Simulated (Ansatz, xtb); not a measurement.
**C7H11+: which of two isomers lies lower**

Structure I: `CCC1=CCC[CH+]1`, a singlet. Structure II: `CCC1=C[CH+]CC1`, a singlet. Both are isolated ions in the gas phase, relaxed with B3LYP/def2-SVP; the shapes shown needn't be the lowest conformers.

I (Å):

```json
{"atom": "C", "x (Å)": "-1.2855", "y (Å)": "-1.5877", "z (Å)": "2.0424"}
{"atom": "C", "x (Å)": "-0.5811", "y (Å)": "-1.0117", "z (Å)": "0.8155"}
{"atom": "C", "x (Å)": "-1.4993", "y (Å)": "-0.4973", "z (Å)": "-0.2622"}
{"atom": "C", "x (Å)": "-2.8999", "y (Å)": "-0.4977", "z (Å)": "-0.2699"}
{"atom": "C", "x (Å)": "-3.4711", "y (Å)": "0.0874", "z (Å)": "-1.4951"}
{"atom": "C", "x (Å)": "-2.2443", "y (Å)": "0.4867", "z (Å)": "-2.3185"}
{"atom": "C", "x (Å)": "-1.1076", "y (Å)": "0.0855", "z (Å)": "-1.4751"}
{"atom": "H", "x (Å)": "-1.9130", "y (Å)": "-0.8348", "z (Å)": "2.5464"}
{"atom": "H", "x (Å)": "-1.9192", "y (Å)": "-2.4515", "z (Å)": "1.7841"}
{"atom": "H", "x (Å)": "-0.5430", "y (Å)": "-1.9356", "z (Å)": "2.7739"}
{"atom": "H", "x (Å)": "0.0885", "y (Å)": "-0.1849", "z (Å)": "1.1108"}
{"atom": "H", "x (Å)": "0.0792", "y (Å)": "-1.7711", "z (Å)": "0.3611"}
{"atom": "H", "x (Å)": "-3.5161", "y (Å)": "-0.8894", "z (Å)": "0.5454"}
{"atom": "H", "x (Å)": "-4.1364", "y (Å)": "-0.6402", "z (Å)": "-2.0017"}
{"atom": "H", "x (Å)": "-4.1433", "y (Å)": "0.9335", "z (Å)": "-1.2480"}
{"atom": "H", "x (Å)": "-2.1905", "y (Å)": "1.5685", "z (Å)": "-2.5560"}
{"atom": "H", "x (Å)": "-2.1854", "y (Å)": "-0.0032", "z (Å)": "-3.3116"}
{"atom": "H", "x (Å)": "-0.0624", "y (Å)": "0.2312", "z (Å)": "-1.7725"}
```

II (Å):

```
atom    x (Å)    y (Å)    z (Å)
   C  -1.4023  -2.0321   1.4146
   C  -0.2773  -1.2473   0.7443
   C  -0.4528  -0.8765  -0.6742
   C  -1.5633  -1.1807  -1.4894
   C  -1.3494  -0.6638  -2.7521
   C  -0.0514   0.0338  -2.8598
   C   0.5567  -0.1057  -1.4581
   H  -2.3471  -1.4676   1.4162
   H  -1.1398  -2.2378   2.4616
   H  -1.5731  -3.0008   0.9210
   H   0.6895  -1.7894   0.8079
   H  -0.0570  -0.3062   1.2901
   H  -2.4462  -1.7345  -1.1714
   H  -2.0548  -0.7556  -3.5847
   H   0.5645  -0.4156  -3.6628
   H  -0.1993   1.0823  -3.1833
   H   0.7593   0.8659  -0.9704
   H   1.5299  -0.6306  -1.4520
```

**Question.** Estimate E(II) − E(I) at the level CCSD(T)/def2-SVP + ΔMP2/def2-TZVPP.

**Answer.** Calculated at CCSD(T)/def2-SVP + ΔMP2/def2-TZVPP: E(II) − E(I) = −6.7 kcal/mol, so structure II lies lower.

Level by level:

```csv
level,geometry,E(II) − E(I) (kcal/mol),departure from the last row (kcal/mol),"job, with rough time for the two"
GFN2-xTB,GFN2-xTB,−7.8,−1.1,"optimisation, 0.1 s"
HF/STO-3G,GFN2-xTB,−9.3,−2.6,"single point, 0.32 s"
r2SCAN-D4/def2-SVP,GFN2-xTB,−7.9,−1.2,"single point, 3.5 s"
B3LYP/def2-SVP,B3LYP/def2-SVP,−7.6,−1.0,"optimisation, 20 s"
HF/def2-SVP,B3LYP/def2-SVP,−8.7,−2.0,part of the CCSD(T) run
MP2/def2-SVP,B3LYP/def2-SVP,−6.9,−0.3,part of the CCSD(T) run
CCSD(T)/def2-SVP,B3LYP/def2-SVP,−6.9,−0.2,single point
CCSD(T)/def2-SVP + ΔMP2/def2-TZVPP,B3LYP/def2-SVP,−6.7,,"single point, 71 s"
```

As drawn, both hold the same kinds of bond in the same numbers.

None of the levels shown reverses the order. The largest departure from CCSD(T)/def2-SVP + ΔMP2/def2-TZVPP is that of HF/STO-3G, 2.6 kcal/mol. The last row adds to CCSD(T) the change of the MP2 difference between the two basis sets, here +0.2 kcal/mol.

With thermal terms from frequencies at re-optimised GFN2-xTB minima (ideal gas, soft modes damped towards free rotors, one conformer each, 298.15 K, 1 atm): on the last row, ΔE + ΔZPE = −6.6, ΔH = −6.5, ΔG = −6.7 kcal/mol.

The correlated steps freeze 7 core orbitals. Programs: Ansatz 0.2.0, xtb 6.7.1; the last row on 4 threads of Arm Neoverse V2 on a shared host.
